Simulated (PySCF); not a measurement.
Members of one series of related molecules.

All values: PBE0/pcSseg-1 (PySCF) at GFN2-xTB geometries, gas phase, one conformer each.

**Question.** Rank by dipole moment, lowest first.
A. `[CH3:1][CH:2]([CH3:3])[Si@H:4]([SiH3:5])[CH:6]1[CH2:7][O:8][CH2:9]1` with C1–C2–Si4–Si5 64°, C2–Si4–C6–C7 -24°
B. `[SiH3:1][CH2:2][SiH2:3][CH:4]1[CH2:5][O:6][CH2:7]1` with Si1–C2–Si3–C4 -57°, C2–Si3–C4–C5 -166°
C. `[CH2:1]=[C:2]([CH3:3])[Si@H:4]([SiH3:5])[CH:6]1[CH2:7][O:8][CH2:9]1` with C1–C2–Si4–Si5 -110°, C2–Si4–C6–C7 82°, Si4–C6–C7–O8 104°, C6–C7–O8–C9 9°, C7–O8–C9–C6 -9°, Si4–C6–C9–O8 -107°
D. `[SiH3:1][SiH2:2][C@@H:3]1[CH2:4][O:5][SiH2:6]1` with Si1–Si2–C3–C4 47°

**Answer.** A (1.29 D), D (1.51 D), B (1.80 D), C (2.11 D).

**Question.** Rank by LUMO energy, lowest first.
A. `[SiH3]C[SiH2]C1COC1`
B. `C=C(C)[Si@H]([SiH3])C1COC1`
C. `C1OCC1[Si@@H]([SiH3])C(C)C`

**Answer.** B (-0.37 eV), C (-0.03 eV), A (0.43 eV).

**Question.** Rank by HOMO–LUMO gap, lowest first.
A. `C1OCC1[Si@H](C(=C)C)[SiH3]`
B. `CC(C)[Si@H]([SiH3])C1COC1`
C. `[SiH3][SiH2][C@@H]1CO[SiH2]1`

**Answer.** A (6.70 eV), B (7.10 eV), C (7.49 eV).

All values together:

| SMILES | change | formula | μ (D) | HOMO (eV) | LUMO (eV) | lowest IAO charge (e) | highest IAO charge (e) | lowest Hirshfeld charge (e) | highest Hirshfeld charge (e) |
| --- | --- | --- | --- | --- | --- | --- | --- | --- | --- |
| [SiH3][SiH2]C1COC1 | parent | C3H10OSi2 | 1.70 | -7.17 | -0.02 | -0.426 (O) | +0.441 (Si) | -0.172 (O) | +0.245 (Si) |
| [SiH3]C[SiH2]C1COC1 | CH2 inserted into a Si-Si bond | C4H12OSi2 | 1.80 | -7.04 | 0.43 | -0.824 (C) | +0.755 (Si) | -0.246 (C) | +0.338 (Si) |
| CC(C)[Si@H]([SiH3])C1COC1 | H on Si replaced by iPr | C6H16OSi2 | 1.29 | -7.13 | -0.03 | -0.424 (O) | +0.589 (Si) | -0.167 (O) | +0.273 (Si) |
| [SiH3][SiH2][C@@H]1CO[SiH2]1 | C replaced by Si | C2H10OSi3 | 1.51 | -7.83 | -0.34 | -0.678 (C/O) | +1.013 (Si) | -0.264 (O) | +0.421 (Si) |
| C=C(C)[Si@H]([SiH3])C1COC1 | H on Si replaced by isopropenyl | C6H14OSi2 | 2.11 | -7.07 | -0.37 | -0.426 (O) | +0.594 (Si) | -0.173 (O) | +0.269 (Si) |

Conformers: `[SiH3:1][SiH2:2][CH:3]1[CH2:4][O:5][CH2:6]1` with Si1–Si2–C3–C4 -47°, Si2–C3–C4–O5 104°, C3–C4–O5–C6 11°, C4–O5–C6–C3 -11°, Si2–C3–C6–O5 -104°; `[SiH3:1][CH2:2][SiH2:3][CH:4]1[CH2:5][O:6][CH2:7]1` with Si1–C2–Si3–C4 -57°, C2–Si3–C4–C5 -166°; `[CH3:1][CH:2]([CH3:3])[Si@H:4]([SiH3:5])[CH:6]1[CH2:7][O:8][CH2:9]1` with C1–C2–Si4–Si5 64°, C2–Si4–C6–C7 -24°; `[SiH3:1][SiH2:2][C@@H:3]1[CH2:4][O:5][SiH2:6]1` with Si1–Si2–C3–C4 47°; `[CH2:1]=[C:2]([CH3:3])[Si@H:4]([SiH3:5])[CH:6]1[CH2:7][O:8][CH2:9]1` with C1–C2–Si4–Si5 -110°, C2–Si4–C6–C7 82°, Si4–C6–C7–O8 104°, C6–C7–O8–C9 9°, C7–O8–C9–C6 -9°, Si4–C6–C9–O8 -107°.

**Question.** Give the shifts from the parent, `[SiH3][SiH2]C1COC1`.

**Answer.** 
| SMILES | change in μ (D) | change in HOMO (eV) | change in LUMO (eV) |
| --- | --- | --- | --- |
| [SiH3]C[SiH2]C1COC1 | +0.10 | +0.13 | +0.45 |
| CC(C)[Si@H]([SiH3])C1COC1 | -0.41 | +0.04 | -0.01 |
| [SiH3][SiH2][C@@H]1CO[SiH2]1 | -0.19 | -0.66 | -0.32 |
| C=C(C)[Si@H]([SiH3])C1COC1 | +0.41 | +0.10 | -0.35 |
